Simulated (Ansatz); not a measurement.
As6P2, relaxed as a singlet with RKS PBE-D4/def2-SVP in Ansatz, starting from the GFN2-xTB geometry. Force threshold 0.03 eV/Å.

Another isomer (singlet) lies 0.69 eV lower at PBE0-D4/def2-TZVP; other spin states weren't run for this one.

Start:

```xyz
8

P     1.498   -0.721   -0.458
P    -0.628    1.838    0.071
As    0.148   -2.324    0.708
As    1.203    2.593   -1.043
As    1.449    1.190    0.920
As    0.041    0.587   -1.777
As   -2.072   -2.062   -0.184
As   -1.639   -1.101    1.763
```

```csv
step,energy (eV),largest force component (eV/Å),SCF passes
1,-383516.8679,1.339,21
2,-383517.1121,0.356,28
3,-383517.1219,0.187,22
4,-383517.1297,0.056,23
5,-383517.1310,0.042,22
6,-383517.1325,0.033,22
7,-383517.1328,0.041,22
8,-383517.1330,0.017,23
```

Force components are those of the run's own axes.

End:

Cartesian coordinates in Å:
```
P 1.568 -0.775 -0.500
P -0.746 1.744 0.098
As 0.203 -2.339 0.721
As 1.154 2.615 -0.994
As 1.417 1.089 0.966
As 0.011 0.507 -1.794
As -2.045 -1.942 -0.231
As -1.563 -0.899 1.733
```

By distances, no bond broke or formed. The bond that changes most is As4–As6, from 2.43 to 2.53 Å (atoms count from 1).

No frequencies were taken in this run, so the end may be a saddle point.

Run time 34 s (4 threads of Arm Neoverse V1 on a shared host), peak host memory 0.56 GiB.
